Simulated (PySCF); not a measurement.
C4H4BNO, SMILES OB1C=N[C@H]1C#C. Heavy atoms are numbered as in [CH:1]#[C:2][C@@H:3]1[N:4]=[CH:5][B:6]1[OH:7]. Hydrogens are named by the atom that carries them.

The structure is a stationary point at PBE0-D3(BJ)/def2-SVP. The structure was generated by enumeration; whether it is a known compound was not checked. One conformer was computed; it need not be the lowest.

These are PySCF with PBE/pcSseg-1 values and carry that method's errors.

GIAO shieldings, no solvent; atoms alike by connectivity are averaged. δ = σ(ref) − σ: ¹³C against TMS (σ = 182.0 ppm); ¹⁵N against NH3 (σ = 267.0 ppm); ¹¹B against BF3 (σ = 83.9 ppm); ¹⁷O against H2O (σ = 334.3 ppm); ¹H against TMS (σ = 31.49 ppm), references at their B3LYP-D3(BJ)/def2-TZVP geometries, non-relativistic.

| atoms | nucleus | count | δ (ppm) |
|---|---|---|---|
| C5 (CH) | ¹³C | 1 | [?] |
| C2 | ¹³C | 1 | 86.3 |
| C1 (CH) | ¹³C | 1 | 80.0 |
| C3 (CH) | ¹³C | 1 | [?] |
| N4 | ¹⁵N | 1 | 518.3 |
| B6 | ¹¹B | 1 | [?] |
| O7 (OH) | ¹⁷O | 1 | 154.3 |
| H on C5 | ¹H | 1 | [?] |
| H on O7 | ¹H | 1 | 5.19 |
| H on C3 | ¹H | 1 | 4.67 |
| H on C1 | ¹H | 1 | [?] |

Q: Complete the blanks. (An estimate is asked for; the answer gives what the named calculation found.)

A: 
- H on C1, δ (ppm): 2.53
- B6, δ (ppm): 17.8
- H on C5, δ (ppm): 9.28
- C3 (CH), δ (ppm): 64.9
- C5 (CH), δ (ppm): 204.2
